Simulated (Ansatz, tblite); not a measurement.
Removing and adding an electron: Si₈NH₁₆, a doped cluster cut from the lattice of silicon (N on a surface site). The state is a doublet with charge 0. Geometry: PBE-D4/def2-SVP. Ansatz, gas phase; energy differences of separate SCF runs; the oxidised species is a singlet (the triplet lies 0.98 eV higher at PBE0-D4/def2-TZVP); the reduced species is a singlet (the triplet lies 1.52 eV higher at PBE0-D4/def2-TZVP).

```xyz
25

Si   -0.379    2.514    1.449
Si   -2.226    0.336   -1.085
Si    1.589    0.876   -1.227
Si    1.681   -0.761    1.521
Si   -0.120   -2.685   -2.205
Si   -0.489    1.903   -0.817
Si   -0.038    0.476    2.573
Si   -1.620   -1.890   -0.593
N     1.640   -0.594   -0.241
H    -1.615    3.222    1.941
H     0.815    3.409    1.669
H    -3.416    0.726   -0.241
H    -2.673    0.334   -2.527
H     2.701    1.845   -0.894
H     1.755    0.455   -2.661
H     2.992   -0.292    2.113
H     1.550   -2.230    1.826
H     0.285   -1.651   -3.226
H     1.126   -3.333   -1.646
H    -0.702    3.100   -1.712
H     0.364    0.695    4.011
H    -1.339   -0.284    2.562
H    -2.893   -2.701   -0.655
H    -1.054   -2.073    0.790
H     2.065   -1.396   -0.725
```

The xTB rows come from tblite. Single mean-field runs in def2-TZVP are fitted with def2-universal-jkfit.

**Question.** Estimate orbital energies and vertical ionisation energies and electron affinities at: GFN1-xTB; GFN2-xTB; PBE-D4/def2-TZVP; r2SCANh-D4/def2-TZVP; PBE0-D4/def2-TZVP.

**Answer.** 
```json
{"level": "GFN1-xTB", "−HOMO (eV)": "–", "vertical IE (eV)": "11.29", "−LUMO (eV)": "–", "vertical EA (eV)": "7.00", "HOMO–LUMO gap (eV)": "–", "IE − EA (eV)": "4.29", "remarks": "–"}
{"level": "GFN2-xTB", "−HOMO (eV)": "–", "vertical IE (eV)": "10.03", "−LUMO (eV)": "–", "vertical EA (eV)": "5.18", "HOMO–LUMO gap (eV)": "–", "IE − EA (eV)": "4.84", "remarks": "–"}
{"level": "PBE-D4/def2-TZVP", "−HOMO (eV)": "5.02", "vertical IE (eV)": "7.39", "−LUMO (eV)": "3.56", "vertical EA (eV)": "1.58", "HOMO–LUMO gap (eV)": "1.46", "IE − EA (eV)": "5.81", "remarks": "HOMO above zero (-1 singlet)"}
{"level": "r2SCANh-D4/def2-TZVP", "−HOMO (eV)": "5.74", "vertical IE (eV)": "7.73", "−LUMO (eV)": "2.87", "vertical EA (eV)": "1.37", "HOMO–LUMO gap (eV)": "2.86", "IE − EA (eV)": "6.37", "remarks": "HOMO above zero (-1 singlet)"}
{"level": "PBE0-D4/def2-TZVP", "−HOMO (eV)": "6.05", "vertical IE (eV)": "7.70", "−LUMO (eV)": "2.68", "vertical EA (eV)": "1.43", "HOMO–LUMO gap (eV)": "3.37", "IE − EA (eV)": "6.27", "remarks": "–"}
```

Relaxing the oxidised species (PBE-D4/def2-SVP) changes its energy by -2.66 eV at PBE-D4/def2-TZVP, so the adiabatic ionisation energy to this nearest minimum is 4.73 eV. On the way Si5–N9 forms. At PBE0-D4/def2-TZVP it is 4.72 eV.     A HOMO above zero means that the electron is unbound at that level or that self-interaction error raises the level; the energy of removing that electron tells which. HOMO and LUMO are the levels of the spin that leaves or enters (xTB has no such levels and no spin-polarisation term). Other spin states of the ions may lie lower, which would lower the ionisation energy or raise the affinity. Raw xTB energy differences between charge states are shifted by several eV; the methods need an empirical correction for them. Sets without diffuse functions give affinities that are too small.
